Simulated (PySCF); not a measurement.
**Which determinant of BPb⁺ lies lowest?**

Unrestricted PBE0; basis B cc-pVDZ, Pb cc-pVDZ-PP with ECP60; scalar-relativistic core potentials; PySCF 2.14. Outer shells of the fragments: B 2s2 2p1; Pb+ 5d10 6s2 6p1.

Followed along the bond (rough minima from three points):

```json
{"2Ms+1": "3", "unpaired": "σ ↑, π ↑", "⟨S²⟩ at the start": "2.00", "R at minimum (Å)": "2.48", "Te (eV)": "0.00"}
{"2Ms+1": "1", "unpaired": "σ ↑, π ↓", "⟨S²⟩ at the start": "1.01", "R at minimum (Å)": "2.49", "Te (eV)": "0.19"}
{"2Ms+1": "3", "unpaired": "π ↑↑", "⟨S²⟩ at the start": "2.01", "R at minimum (Å)": "2.26", "Te (eV)": "0.43"}
{"2Ms+1": "1", "unpaired": "π ↑↓", "⟨S²⟩ at the start": "1.00", "R at minimum (Å)": "2.27", "Te (eV)": "0.64"}
{"2Ms+1": "1", "unpaired": "none", "⟨S²⟩ at the start": "0.16", "R at minimum (Å)": "2.38", "Te (eV)": "1.30"}
```

Solutions found at the starting distance of 2.310 Å, counted from the lowest of them; the search is not exhaustive and high or unbound solutions are not listed, so other states can lie among these:

```
2Ms+1    unpaired   term  E (eV)  ⟨S²⟩  ⟨Lz²⟩  μ (D)
    3    σ ↑, π ↑     ³Π    0.00  2.00   1.00  -1.33
    1    σ ↑, π ↓  mixed    0.20  1.01   1.00  -1.41
    3        π ↑↑    ³Σ⁻    0.35  2.01   0.00  -1.27
    1        π ↑↓  mixed    0.56  1.00   2.01  -1.30
    1        none  mixed    1.22  0.16   2.00  -1.67
    1        none    ¹Σ⁺    1.30  0.00   0.00  -0.07
    3        π ↑↑  mixed    2.42  2.02   2.01  -2.73
    3  σ ↑↑, π ↑↓  mixed    3.58  3.01   2.00  -1.15
    3        σ ↑↑  mixed    4.01  2.50   2.00  -1.53
    3        σ ↑↑    ³Σ⁺    5.65  2.00   0.00  -4.62
    3  σ ↑↑↑, π ↓  mixed    9.40  3.00   1.00  -4.70
```

A term symbol is given only where ⟨S²⟩ and ⟨Lz²⟩ are close to those of a pure state; real π, δ and φ orbitals otherwise mix terms. A positive dipole points towards Pb; it is taken about the centre of mass and depends on that origin.

Spin–orbit coupling is left out, which matters for elements this heavy, above all for dissociation energies.
